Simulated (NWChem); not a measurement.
Program: NWChem. System: HBBr2, charge 0, spin multiplicity 1, at a geometry optimised with PBE/def2-SVP. The structure started from a generated list of species. Level: PBE/def2-TZVP.

The NWChem input:

```
start mol
memory heap 200 mb stack 800 mb global 1000 mb
geometry units angstroms nocenter noautoz
  B      0.000000     0.000000    -0.838204
  H      0.000000     0.000000    -2.046236
  Br     1.663139     0.000000     0.089104
  Br    -1.663139     0.000000     0.089104
  symmetry group C2v
end
basis spherical
  * library def2-tzvp
end
dft
  xc xpbe96 cpbe96
  semidirect memsize 60000000 filesize 0
  iterations 100
end
task dft energy
```

Output (cleaned and shortened):

```
             Northwest Computational Chemistry Package (NWChem) 7.3.0
             --------------------------------------------------------

                                NWChem Input Module
                                -------------------

 Scaling coordinates for geometry "geometry" by  1.889725989
 (inverse scale =  0.529177249)

 Turning off AUTOSYM since
 SYMMETRY directive was detected!

                             Geometry "geometry" -> ""
                             -------------------------

 Output coordinates in angstroms (scale by  1.889725989 to convert to a.u.)

  No.       Tag          Charge          X              Y              Z
 ---- ---------------- ---------- -------------- -------------- --------------
    1 B                    5.0000     0.00000000     0.00000000    -0.83820400
    2 H                    1.0000     0.00000000     0.00000000    -2.04623600
    3 Br                  35.0000     1.66313900     0.00000000     0.08910400
    4 Br                  35.0000    -1.66313900     0.00000000     0.08910400

 Effective nuclear repulsion energy (a.u.)     308.0269426453

            Nuclear Dipole moment (a.u.)
            ----------------------------
        X                 Y               Z
 ---------------- ---------------- ----------------
     0.0000000000     0.0000000000     0.0000453534

      Symmetry information
      --------------------

 Group name             C2v
 Group number             16
 Group order               4
 No. of unique centers     3

      Symmetry unique atoms

     1    2    3


 Summary of "ao basis" -> "" (spherical)
 ------------------------------------------------------------------------------
       Tag                 Description            Shells   Functions and Types
 ---------------- ------------------------------  ------  ---------------------
 *                         def2-tzvp                  on all atoms

  pbe96 is a nonlocal functional; adding pw91lda local functional.

                                 NWChem DFT Module
                                 -----------------

 Summary of "ao basis" -> "ao basis" (spherical)
 ------------------------------------------------------------------------------
       Tag                 Description            Shells   Functions and Types
 ---------------- ------------------------------  ------  ---------------------
 B                         def2-tzvp                11       31   5s3p2d1f
 H                         def2-tzvp                 4        6   3s1p
 Br                        def2-tzvp                16       48   6s5p4d1f

 Summary of "ao basis" -> "ao basis" (spherical)
 ------------------------------------------------------------------------------
       Tag                 Description            Shells   Functions and Types
 ---------------- ------------------------------  ------  ---------------------
 B                         def2-tzvp                11       31   5s3p2d1f
 H                         def2-tzvp                 4        6   3s1p
 Br                        def2-tzvp                16       48   6s5p4d1f

      Symmetry analysis of basis
      --------------------------

        a1         50
        a2         19
        b1         40
        b2         24

            General Information
            -------------------
          SCF calculation type: DFT
          Wavefunction type:  closed shell.
          No. of atoms     :     4
          No. of electrons :    76
           Alpha electrons :    38
            Beta electrons :    38
          Charge           :     0
          Spin multiplicity:     1
          Use of symmetry is: on ; symmetry adaption is: on
          Maximum number of iterations: 100
          AO basis - number of functions:   133
                     number of shells:    47
          Convergence on energy requested:  1.00D-06
          Convergence on density requested:  1.00D-05
          Convergence on gradient requested:  5.00D-04

              XC Information
              --------------
          PerdewBurkeErnzerhof Exchange Functional  1.000
            Perdew 1991 LDA Correlation Functional  1.000 local
           PerdewBurkeErnz. Correlation Functional  1.000 non-local

             Grid Information
             ----------------
          Grid used for XC integration:  medium
          Radial quadrature: Mura-Knowles
          Angular quadrature: Lebedev.
          Tag              B.-S. Rad. Rad. Pts. Rad. Cut. Ang. Pts.
          ---              ---------- --------- --------- ---------
          B                   0.85       49           8.0       434
          H                   0.35       45           9.0       434
          Br                  1.15      112          10.0       590
          Grid pruning is: on
          Number of quadrature shells:   206
          Spatial weights used:  Erf1

          Convergence Information
          -----------------------
          Convergence aids based upon iterative change in
          total energy or number of iterations.
          Levelshifting, if invoked, occurs when the
          HOMO/LUMO gap drops below (HL_TOL):  1.00D-02
          DIIS, if invoked, will attempt to extrapolate
          using up to (NFOCK): 10 stored Fock matrices.

                    Damping( 0%)  Levelshifting(0.5)       DIIS
                  --------------- ------------------- ---------------
          dE  on:    start            ASAP                start
          dE off:    2 iters        100 iters           100 iters

      Screening Tolerance Information
      -------------------------------
          Density screening/tol_rho:  1.00D-10
          AO Gaussian exp screening on grid/accAOfunc:  14
          CD Gaussian exp screening on grid/accCDfunc:  20
          XC Gaussian exp screening on grid/accXCfunc:  20
          Schwarz screening/accCoul:  1.00D-08

      Superposition of Atomic Density Guess
      -------------------------------------

 Sum of atomic energies:       -5169.83252219

      Non-variational initial energy
      ------------------------------

 Total energy =   -5170.595477
 1-e energy   =   -7811.838459
 2-e energy   =    2333.216039
 HOMO         =      -0.361830
 LUMO         =      -0.002788

      Symmetry analysis of molecular orbitals - initial
      -------------------------------------------------

  Numbering of irreducible representations:

     1 a1          2 a2          3 b1          4 b2

  Orbital symmetries:

     1 a1          2 b1          3 b1          4 a1          5 a1
     6 b1          7 a1          8 b1          9 b2         10 a2
    11 a1         12 b1         13 a1         14 a1         15 b1
    16 a1         17 b2         18 b1         19 a2         20 a1
    21 b1         22 a1         23 b2         24 b1         25 a2
    26 a1         27 b2         28 b1         29 a2         30 a1
    31 b1         32 a1         33 a1         34 b1         35 b2
    36 a2         37 b1         38 a1         39 b2         40 a1
    41 a1         42 b1         43 a1         44 b2         45 b1
    46 a1         47 b1         48 a1

------------------------------------------------------------
EAF file 0: "./mol.aoints.0" size=524288 bytes
------------------------------------------------------------
               write      read    awrite     aread      wait
               -----      ----    ------     -----      ----
     calls:        1         0         0         0         0
   data(b): 5.24e+05  0.00e+00  0.00e+00  0.00e+00
   time(s): 0.00e+00  0.00e+00  0.00e+00  0.00e+00  0.00e+00
rate(mb/s): 0.00e+00  0.00e+00
------------------------------------------------------------

   convergence    iter        energy       DeltaE   RMS-Dens  Diis-err    time
 ---------------- ----- ----------------- --------- --------- ---------  ------
 d= 0,ls=0.0,diis     1  -5172.9320326759 -5.48D+03  9.27D-03  1.54D+00     7.0
 d= 0,ls=0.0,diis     2  -5172.7197271502  2.12D-01  7.94D-03  2.25D+00     7.4
 d= 0,ls=0.0,diis     3  -5172.9425160438 -2.23D-01  3.15D-03  4.31D-01     7.7
 d= 0,ls=0.0,diis     4  -5173.0108507066 -6.83D-02  4.51D-04  1.09D-02     8.0
 d= 0,ls=0.0,diis     5  -5173.0124385649 -1.59D-03  8.65D-05  3.36D-04     8.3
  Resetting Diis
 d= 0,ls=0.0,diis     6  -5173.0124696372 -3.11D-05  2.80D-05  1.88D-05     8.7
 d= 0,ls=0.0,diis     7  -5173.0124721426 -2.51D-06  1.00D-05  1.34D-06     9.0
 d= 0,ls=0.0,diis     8  -5173.0124721098  3.29D-08  5.59D-06  1.79D-06     9.3

         Total DFT energy =    -5173.012472109755
      One electron energy =    -7811.383799470646
           Coulomb energy =     2516.553654580866
    Exchange-Corr. energy =     -186.209269865305
 Nuclear repulsion energy =      308.026942645329

 Numeric. integr. density =       76.000004177809

     Total iterative time =      6.9s

                  Occupations of the irreducible representations
                  ----------------------------------------------

                     irrep           alpha         beta
                     --------     --------     --------
                     a1               15.0         15.0
                     a2                5.0          5.0
                     b1               13.0         13.0
                     b2                5.0          5.0

                       DFT Final Molecular Orbital Analysis
                       ------------------------------------

 Vector   36  Occ=2.000000D+00  E=-2.828412D-01  Symmetry=a2
              MO Center=  1.0D-13,  2.7D-15,  6.3D-02, r^2= 4.2D+00
   Bfn.  Coefficient  Atom+Function         Bfn.  Coefficient  Atom+Function
  ----- ------------  ---------------      ----- ------------  ---------------
    54      0.374850  3 Br py               102     -0.374850  4 Br py
    48     -0.260727  3 Br py                96      0.260727  4 Br py
    51      0.238797  3 Br py                99     -0.238797  4 Br py
    57      0.217639  3 Br py               105     -0.217639  4 Br py
    45      0.079528  3 Br py                93     -0.079528  4 Br py

 Vector   37  Occ=2.000000D+00  E=-2.708956D-01  Symmetry=a1
              MO Center= -2.1D-13, -6.0D-17, -1.8D-01, r^2= 4.2D+00
   Bfn.  Coefficient  Atom+Function         Bfn.  Coefficient  Atom+Function
  ----- ------------  ---------------      ----- ------------  ---------------
    55      0.336682  3 Br pz               103      0.336682  4 Br pz
    49     -0.236381  3 Br pz                97     -0.236381  4 Br pz
    52      0.218417  3 Br pz               100      0.218417  4 Br pz
    58      0.204917  3 Br pz               106      0.204917  4 Br pz
    33      0.147080  2 H  s                 34      0.129621  2 H  s

 Vector   38  Occ=2.000000D+00  E=-2.675543D-01  Symmetry=b1
              MO Center=  2.0D-13, -4.5D-15,  3.1D-02, r^2= 4.4D+00
   Bfn.  Coefficient  Atom+Function         Bfn.  Coefficient  Atom+Function
  ----- ------------  ---------------      ----- ------------  ---------------
    55     -0.282305  3 Br pz               103      0.282305  4 Br pz
    53      0.256998  3 Br px               101      0.256998  4 Br px
    49      0.194940  3 Br pz                97     -0.194940  4 Br pz
    47     -0.180617  3 Br px                95     -0.180617  4 Br px
    52     -0.178955  3 Br pz               100      0.178955  4 Br pz

 Vector   39  Occ=0.000000D+00  E=-1.092490D-01  Symmetry=b2
              MO Center= -3.9D-14,  8.5D-17, -6.0D-01, r^2= 3.0D+00
   Bfn.  Coefficient  Atom+Function         Bfn.  Coefficient  Atom+Function
  ----- ------------  ---------------      ----- ------------  ---------------
    10      0.440372  1 B  py                 7      0.410590  1 B  py
    13      0.335375  1 B  py                57     -0.259696  3 Br py
   105     -0.259696  4 Br py                54     -0.181510  3 Br py
   102     -0.181510  4 Br py                51     -0.135885  3 Br py
    99     -0.135885  4 Br py                48      0.134014  3 Br py

 Vector   40  Occ=0.000000D+00  E=-9.073768D-03  Symmetry=a1
              MO Center= -7.6D-14, -3.0D-17, -1.2D-01, r^2= 5.3D+00
   Bfn.  Coefficient  Atom+Function         Bfn.  Coefficient  Atom+Function
  ----- ------------  ---------------      ----- ------------  ---------------
     4      1.176189  1 B  s                 56      0.532201  3 Br px
   104     -0.532201  4 Br px                43     -0.515450  3 Br s
    91     -0.515450  4 Br s                  5      0.454905  1 B  s
    34     -0.303587  2 H  s                 11      0.265019  1 B  pz
    14      0.218778  1 B  pz                53      0.214382  3 Br px

 Vector   41  Occ=0.000000D+00  E= 3.109033D-02  Symmetry=a1
              MO Center=  1.1D-15, -7.7D-16, -7.2D-01, r^2= 7.1D+00
   Bfn.  Coefficient  Atom+Function         Bfn.  Coefficient  Atom+Function
  ----- ------------  ---------------      ----- ------------  ---------------
     5      2.743440  1 B  s                  4     -1.131381  1 B  s
    43     -0.627537  3 Br s                 91     -0.627537  4 Br s
    34     -0.599638  2 H  s                 11      0.250277  1 B  pz
    56      0.206698  3 Br px               104     -0.206698  4 Br px
    33      0.182522  2 H  s                 58      0.138776  3 Br pz

 center of mass
 --------------
 x =   0.00000000 y =   0.00000000 z =   0.03245536

 moments of inertia (a.u.)
 ------------------
          47.042128616272           0.000000000000           0.000000000000
           0.000000000000        1625.820681570658           0.000000000000
           0.000000000000           0.000000000000        1578.778552954386

     Multipole analysis of the density
     ---------------------------------

     L   x y z        total         alpha         beta         nuclear
     -   - - -        -----         -----         ----         -------
     0   0 0 0     -0.000000    -38.000000    -38.000000     76.000000

     1   1 0 0      0.000000      0.000000      0.000000      0.000000
     1   0 1 0      0.000000      0.000000      0.000000      0.000000
     1   0 0 1     -0.087647     -0.043846     -0.043846      0.000045

     2   2 0 0    -31.402703   -361.420004   -361.420004    691.437305
     2   1 1 0      0.000000      0.000000      0.000000      0.000000
     2   1 0 1      0.000000      0.000000      0.000000      0.000000
     2   0 2 0    -31.533396    -15.766698    -15.766698      0.000000
     2   0 1 1      0.000000      0.000000      0.000000      0.000000
     2   0 0 2    -31.834211    -30.658063    -30.658063     29.481915

 Task  times  cpu:        9.3s     wall:        9.3s

 Total times  cpu:        9.4s     wall:        9.4s
```
